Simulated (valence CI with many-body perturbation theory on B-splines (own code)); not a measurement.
Rb24+: one-electron terms

Level of theory: configuration interaction combined with many-body perturbation theory (CI+MBPT): three valence electrons over a frozen Dirac-Fock core [Ne], a basis of 11 s, 11 p, 9 d, 7 f, 5 g, 2 h, 1 i functions for each j, with the one-electron correlation potential Σ1, the two-electron term Σ2, the three-electron term Σ3, Breit, model QED; selected CI, second order for the rest (own B-spline code, finite nucleus).

No measured levels were compared; by estimate levels of excited configurations hold to 0.05 to 0.15 % of their energy, terms of the ground configuration to about 0.5 %.

These are the spectroscopic orbitals of the CI (the correlating ones are not listed), shaped by the core and the other valence electrons. h is the expectation value of the core's Dirac-Fock operator, without the valence repulsion; Σ1 is computed up to l = 3 at one energy for each symmetry, that of its lowest orbital but kept below the first core excitation, so for empty shells it is not the orbital's own correlation shift; Breit and QED include the response of the core.

| Orbital | h (hartree) | Σ1 (cm⁻¹) | Breit (cm⁻¹) | QED (cm⁻¹) | ⟨r⟩ (bohr) |
| --- | --- | --- | --- | --- | --- |
| 3s1/2 | -47.555 | -5945 | 3747 | 2636 | 0.4368 |
| 4s1/2 | -25.586 | -1941 | 1439 | 1036 | 0.8169 |
| 5s1/2 | -15.961 | -869 | 679 | 496 | 1.323 |
| 6s1/2 | -10.903 | -470 | 377 | 277 | 1.946 |
| 3p1/2 | -45.391 | -7302 | 6138 | -153 | 0.4214 |
| 4p1/2 | -24.693 | -2348 | 2360 | -57.0 | 0.8144 |
| 5p1/2 | -15.516 | -1073 | 1148 | -27.4 | 1.328 |
| 6p1/2 | -10.65 | -586 | 645 | -15.3 | 1.961 |
| 3p3/2 | -44.84 | -7019 | 3814 | 90.4 | 0.4273 |
| 4p3/2 | -24.472 | -2283 | 1442 | 36.9 | 0.8223 |
| 5p3/2 | -15.406 | -1048 | 715 | 18.4 | 1.338 |
| 6p3/2 | -10.587 | -573 | 401 | 10.5 | 1.973 |
| 3d3/2 | -41.964 | -8292 | 2553 | -114 | 0.3779 |
| 4d3/2 | -23.388 | -2284 | 929 | -40.7 | 0.7878 |
| 5d3/2 | -14.878 | -1011 | 445 | -19.5 | 1.316 |
| 3d5/2 | -41.854 | -8058 | 1129 | -44.3 | 0.3795 |
| 4d5/2 | -23.34 | -2216 | 408 | -12.6 | 0.7899 |
| 5d5/2 | -14.853 | -981 | 197 | -5.4 | 1.319 |
| 4f5/2 | -22.794 | -1736 | 65.2 | -10.2 | 0.7009 |
| 5f5/2 | -14.58 | -860 | 45.7 | -5.9 | 1.238 |
| 4f7/2 | -22.776 | -1716 | 8.3 | 1.1 | 0.7018 |
| 5f7/2 | -14.57 | -850 | 5.9 | -0.1 | 1.238 |
| 5g7/2 | -14.521 |  | 1.1 | -1.9 | 1.094 |
| 5g9/2 | -14.515 |  | 0.0 | 1.3 | 1.095 |

Among the shells of the start configuration 3s2 3p1, Σ1 is largest in size for 3p1/2, where it is 0.073 % of h.

Lowest root of each symmetry, sizes in configuration state functions:

```tsv
J	Parity	Roots	Reference	Variational	Second order	Change by selected CI (cm⁻¹)	Change by second order (cm⁻¹)
1/2	even	9	59	7029	8104	-1864	0
3/2	even	13	93	11992	18254	-1452	0
5/2	even	12	95	13833	23455	-1876	-1
7/2	even	7	68	12548	30780	-3400	-1
9/2	even	4	42	9388	22778	-4377	-3
1/2	odd	7	59	6847	12466	-3133	0
3/2	odd	12	93	11675	21658	-3091	-1
5/2	odd	9	88	12870	29084	-2259	-1
7/2	odd	5	64	11369	24285	-2700	-1
9/2	odd	2	33	8565	14392	-2463	-2
```
